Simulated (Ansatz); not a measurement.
`[NH2][GeH]([Cl])[Cl]` → HCl + `[NH2][Ge][Cl]` at 600 K and 1 bar (germylene formation by 1,1-elimination).

Program: Ansatz. Geometries: PBE0-D4/def2-TZVP. ΔE: electronic, gas phase. CCSD(T)/CBS adds triple-zeta CCSD(T) − MP2 to the extrapolated MP2 energy (def2 sets, frozen cores). This one scheme is used for every species. For Ge outer-core shells are correlated without core-valence functions, which leaves a few kJ/mol of doubt a bond. Scalar relativity is left out up to krypton. One conformer a species, not always the lowest.

```tsv
species	CCSD(T)/CBS energy (Eh)	H − E (kJ/mol)	S (J/(mol·K))
`[NH2][GeH]([Cl])[Cl]`	-3052.27661	148.1	422.8
HCl	-460.38127	35.4	207.2
`[NH2][Ge][Cl]`	-2591.85675	106.9	347.9
```

H − E and S are ideal-gas, rigid-rotor, harmonic terms from PBE0-D4/def2-TZVP, for one conformer and one mirror image of each species. 1 Eh = 2625.50 kJ/mol, R = 8.31446 J/(mol·K).

Question: By hand: ΔE, ΔH, ΔS and ΔG.

Answer: ΔE = (-460.38127) + (-2591.85675) − (-3052.27661) = 0.03859 Eh = 101.3 kJ/mol. Δ(H − E) = 35.4 + 106.9 − 148.1 = -5.8, so ΔH = 95.5 kJ/mol. ΔS = 207.2 + 347.9 − 422.8 = 132.3 J/(mol·K). ΔG = 95.5 − 600 × (132.3)/1000 = 16.1 kJ/mol.

Question: By hand: the equilibrium constant, and the temperature at which ΔG would vanish if ΔH and ΔS stayed fixed.

Answer: log₁₀ K = −ΔG/(RT ln 10) = -1.4. ΔG = 0 at ΔH/ΔS = 722 K.

The number of gas molecules changes by +1, which sets the sign of ΔS. A doubt of 5 kJ/mol in ΔE shifts log₁₀ K by 0.4 here. Other conformers and mirror images would add mixing entropy, several J/(mol·K) or more a flexible species. These are equilibria of isolated gas molecules and say nothing of rates. Largest T1 diagnostic: 0.013 (customary marks: 0.02 for closed shells, 0.045 for open ones).
